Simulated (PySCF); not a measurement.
This PySCF input asks for the NMR shieldings of `S([BH3-])C(=C)C=O`, [C$_{3}$H$_{6}$BOS]-; the geometry comes from GFN2-xTB.

```python
import basis_set_exchange as bse
import numpy as np
from pyscf import gto, dft
from pyscf.prop import nmr

atoms = """
B    -2.123490   -0.066956   -0.326918
S    -0.494496   -1.023902   -0.913006
C     0.839399   -0.288536   -0.067997
C     2.015040   -0.920812    0.135672
C     0.699835    1.099331    0.368629
O     1.487183    1.698227    1.073953
H    -2.023365    0.094213    0.859360
H    -3.006515   -0.825262   -0.614106
H    -2.197865    0.962208   -0.946342
H     2.824952   -0.407087    0.627305
H     2.178114   -1.928407   -0.201554
H    -0.197592    1.606298   -0.021024
"""
names = dict.fromkeys(["B", "S", "C", "O", "H"], "pcSseg-1")
basis = {el: gto.basis.parse(bse.get_basis(n, elements=[el], fmt="nwchem")) for el, n in names.items()}
mol = gto.M(atom=atoms, basis=basis, charge=-1, verbose=0)
mf = dft.RKS(mol, xc="PBE0")
mf.grids.level = 2
mf.grids.alignment = dft.numint.BLKSIZE   # the property module wants whole blocks of grid points
mf.conv_tol = 1e-9
mf.kernel()

calc = nmr.RKS(mf)   # GIAO
C = mf.mo_coeff
Co = C[:, mf.mo_occ > 0]
resp = mf.gen_response(singlet=True, hermi=2)
def vind(x):   # induced exchange potential for any number of trial vectors
    d = np.einsum("pi,xij,qj->xpq", C, 2 * x.reshape(-1, C.shape[1], Co.shape[1]), Co, optimize=True)
    return np.einsum("xpq,pi,qj->xij", resp(d - d.transpose(0, 2, 1)), C, Co, optimize=True).ravel()
mo1, _ = nmr.rhf.solve_mo1(calc, with_cphf=vind)
sigma = calc.kernel(mo1)
for i, s in enumerate(sigma):   # ppm
    print("%2d %-2s %9.2f" % (i, mol.atom_pure_symbol(i), np.trace(s) / 3))
```

Task: What does it print?

Result: 
```
 0 B     133.74
 1 S     525.65
 2 C      20.57
 3 C      77.00
 4 C     -15.91
 5 O    -294.83
 6 H      30.07
 7 H      30.12
 8 H      29.57
 9 H      25.99
10 H      26.78
11 H      21.54
```

These numbers come from an equivalent density-fitted implementation of the same equations, which agrees with the script to about 0.01 ppm for H and up to a few tenths of a ppm for heavy atoms, so last digits may differ.

Size and cost of the density-fitted run: 139 basis functions, 49 s wall time on 1 thread of an Intel Xeon, shared host; peak memory 0.72 GiB.
